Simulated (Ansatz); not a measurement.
`C#[C][GeH]([CH3])[F]` + H–F → `[CH3][GeH]([F])[F]` + `C#C` at 400 K and 1 bar (ligand exchange at a Ge–C bond).

Program: Ansatz. Geometries: PBE0-D4/def2-TZVP. ΔE: electronic, gas phase. CBS: MP2 limit from def2 TZ/QZ plus the TZ coupled-cluster correction, frozen cores. This one scheme is used for every species. For Ge outer-core shells are correlated without core-valence functions, which leaves a few kJ/mol of doubt a bond. Scalar relativity is left out up to krypton.

```tsv
species	CCSD(T)/CBS energy (Eh)	H − E (kJ/mol)	S (J/(mol·K))
`C#[C][GeH]([CH3])[F]`	-2293.05688	207.3	389.2
H–F	-100.39570	36.5	182.2
`[CH3][GeH]([F])[F]`	-2316.24489	157.3	353.1
`C#C`	-77.22717	85.5	213.8
```

H − E and S are ideal-gas, rigid-rotor, harmonic terms from PBE0-D4/def2-TZVP, for one conformer and one mirror image of each species. 1 Eh = 2625.50 kJ/mol, R = 8.31446 J/(mol·K).

Task: By hand: ΔE, ΔH, ΔS and ΔG.

Result: ΔE = (-2316.24489) + (-77.22717) − (-2293.05688) − (-100.39570) = -0.01948 Eh = -51.1 kJ/mol. Δ(H − E) = 157.3 + 85.5 − 207.3 − 36.5 = -1.0, so ΔH = -52.1 kJ/mol. ΔS = 353.1 + 213.8 − 389.2 − 182.2 = -4.5 J/(mol·K). ΔG = -52.1 − 400 × (-4.5)/1000 = -50.3 kJ/mol.

Task: By hand: the equilibrium constant, and the temperature at which ΔG would vanish if ΔH and ΔS stayed fixed.

Result: log₁₀ K = −ΔG/(RT ln 10) = 6.6. ΔG = 0 at ΔH/ΔS = 11578 K, far beyond where these terms or the molecules hold.

The number of gas molecules stays the same, so ΔS is small and ΔH decides. A doubt of 5 kJ/mol in ΔE shifts log₁₀ K by 0.7 here. Other conformers and mirror images would add mixing entropy, several J/(mol·K) or more a flexible species. These are equilibria of isolated gas molecules and say nothing of rates. Largest T1 diagnostic: 0.013 (customary marks: 0.02 for closed shells, 0.045 for open ones).
